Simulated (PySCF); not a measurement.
## Radial density of Si⁺ (silicon, charge +1)

r2SCAN0, [Ne] 3s2 3p1, 2P determinant. All numbers are calculated (PySCF 2.14, the spin-free X2C one-electron Hamiltonian (Gaussian nucleus), in ANO-RCC-VTZP).

```json
{"r (bohr)": "0.00152", "4πr²ρ (e/bohr)": "0.05899", "4πr²(ρα − ρβ)": "0.0000"}
{"r (bohr)": "0.00256", "4πr²ρ (e/bohr)": "0.1548", "4πr²(ρα − ρβ)": "0.0000"}
{"r (bohr)": "0.00431", "4πr²ρ (e/bohr)": "0.4027", "4πr²(ρα − ρβ)": "0.0000"}
{"r (bohr)": "0.00725", "4πr²ρ (e/bohr)": "1.020", "4πr²(ρα − ρβ)": "0.0000"}
{"r (bohr)": "0.0122", "4πr²ρ (e/bohr)": "2.455", "4πr²(ρα − ρβ)": "0.0000"}
{"r (bohr)": "0.0205", "4πr²ρ (e/bohr)": "5.416", "4πr²(ρα − ρβ)": "0.0000"}
{"r (bohr)": "0.0345", "4πr²ρ (e/bohr)": "10.26", "4πr²(ρα − ρβ)": "0.0003"}
{"r (bohr)": "0.0580", "4πr²ρ (e/bohr)": "15.07", "4πr²(ρα − ρβ)": "0.0022"}
{"r (bohr)": "0.0976", "4πr²ρ (e/bohr)": "14.86", "4πr²(ρα − ρβ)": "0.0109"}
{"r (bohr)": "0.164", "4πr²ρ (e/bohr)": "10.13", "4πr²(ρα − ρβ)": "0.0377"}
{"r (bohr)": "0.276", "4πr²ρ (e/bohr)": "11.66", "4πr²(ρα − ρβ)": "0.0754"}
{"r (bohr)": "0.464", "4πr²ρ (e/bohr)": "13.94", "4πr²(ρα − ρβ)": "0.0518"}
{"r (bohr)": "0.781", "4πr²ρ (e/bohr)": "5.840", "4πr²(ρα − ρβ)": "0.0035"}
{"r (bohr)": "1.31", "4πr²ρ (e/bohr)": "1.626", "4πr²(ρα − ρβ)": "0.2540"}
{"r (bohr)": "2.21", "4πr²ρ (e/bohr)": "1.414", "4πr²(ρα − ρβ)": "0.4639"}
{"r (bohr)": "3.72", "4πr²ρ (e/bohr)": "0.2605", "4πr²(ρα − ρβ)": "0.1305"}
{"r (bohr)": "6.25", "4πr²ρ (e/bohr)": "0.004725", "4πr²(ρα − ρβ)": "0.0036"}
```

Densities and radii are taken from the X2C orbitals without a picture-change correction, which distorts them close to the nucleus.
